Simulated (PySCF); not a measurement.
Si(OSiH3)2(F)2 (F₂H₆O₂Si₃), SMILES F[Si](F)(O[SiH3])O[SiH3].

Geometry optimised at r2SCAN-D4/def2-SVP. Other conformers were not sampled.

Level of theory: r2SCAN/def2-TZVP (PySCF).

Gas-phase values at a fixed geometry.

```json
{
  "total_energy": "-1222.50670 hartree",
  "highest_occupied_level": "-8.27 eV",
  "lowest_empty_level": "-0.94 eV",
  "orbital_gap": "7.34 eV",
  "dipole_moment": "2.02 D",
  "quadrupole, principal values (traceless, Buckingham form, about the centre of nuclear charge)": "-4.03, -3.46, 7.50 D·Å"
}
```
